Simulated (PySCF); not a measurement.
Shapes and spin states of [FeH4]-

Method: PBE0 in PySCF with Fe def2-TZVPD, H def2-TZVPD; no relativity; density-fitted integrals.

Relaxations began from a few typed shapes and spin states; open shells are unrestricted. The search is not exhaustive: other isomers or separated fragments can lie lower, and high-lying points may rest on an excited occupation.

(1) Which is the lowest minimum found?
A. doublet (⟨S²⟩ 1.07) Cs: Fe–H 1.531 Å, Fe–H 1.568 Å (×2), Fe–H 1.636 Å; H–Fe–H 80.3°, H–Fe–H 85.3°, H–Fe–H 110.2° (×2), H–Fe–H 135.1° (×2)
B. quartet D4h: Fe–H 1.633 Å (×4); H–Fe–H 90.0° (×4), H–Fe–H 180.0° (×2)
C. sextet Td: Fe–H 1.673 Å (×4); H–Fe–H 109.5° (×6)
D. sextet C4v: Fe–H 1.593 Å (×4); H–Fe–H 73.1° (×4), H–Fe–H 114.8° (×2)
E. doublet C2v: Fe–H 1.514 Å (×2), Fe–H 1.632 Å (×2); H–Fe–H 96.7° (×4), H–Fe–H 106.7°, H–Fe–H 157.6°
F. sextet D4h: Fe–H 1.621 Å (×4); H–Fe–H 90.0° (×4), H–Fe–H 180.0° (×2)

Answers

(1) B. The others lie at 32.1 (sextet Td), 140.7 (doublet C2v), 141.4 (doublet Cs, a saddle point), 183.1 (sextet C4v, a saddle point), 278.4 (sextet D4h, a saddle point) kJ/mol above it.

Formally Fe is in oxidation state +3, d5, with 3 unpaired electrons (the high-spin count would be 5). The Mulliken spin on Fe is 3.40. The polar-tensor charge on Fe, 0.44, is far below the formal one.

For the lowest minimum: with open d or f shells other occupations or spin states may lie lower. The lowest empty level of this anion is unbound, so it and the gap depend on the basis.
